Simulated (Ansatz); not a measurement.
Ansatz (a program for electronic structure) input:

Ansatz 0.2 input:
```yaml
crystal:
  periodic: [false, false, false]
  atoms:
    - {symbol: O, position_ang: [2.17999200, 0.55115905, -0.77928223]}
    - {symbol: C, position_ang: [0.89200408, 0.62343123, -0.37466381]}
    - {symbol: C, position_ang: [0.04587317, 1.65262652, -0.43303856]}
    - {symbol: C, position_ang: [-1.30556944, 1.50229663, -0.04328327]}
    - {symbol: C, position_ang: [-1.59949336, 0.24289760, 0.37073692]}
    - {symbol: Se, position_ang: [-0.11054633, -0.90279165, 0.25318616]}
    - {symbol: H, position_ang: [2.68565668, -0.02214237, -0.19187648]}
    - {symbol: H, position_ang: [-2.02587881, 2.30781201, -0.05083539]}
    - {symbol: H, position_ang: [-2.53802542, -0.12753749, 0.75013270]}
basis:
  gaussian:
    orbitals: 6-31G*
magnetization: {spin_polarized: true, initial_magnetization: 1}
correlation: {method: ccsd_t, electrons: outside_noble_gas}
```

Question: Predict the final energy.

Answer: -2628.34078 Eh (CCSD(T)/6-31G*).

It need not be the lowest isomer of its formula.

The determinant is spin-contaminated: <S^2> is 1.23 against 0.75 for a pure state.
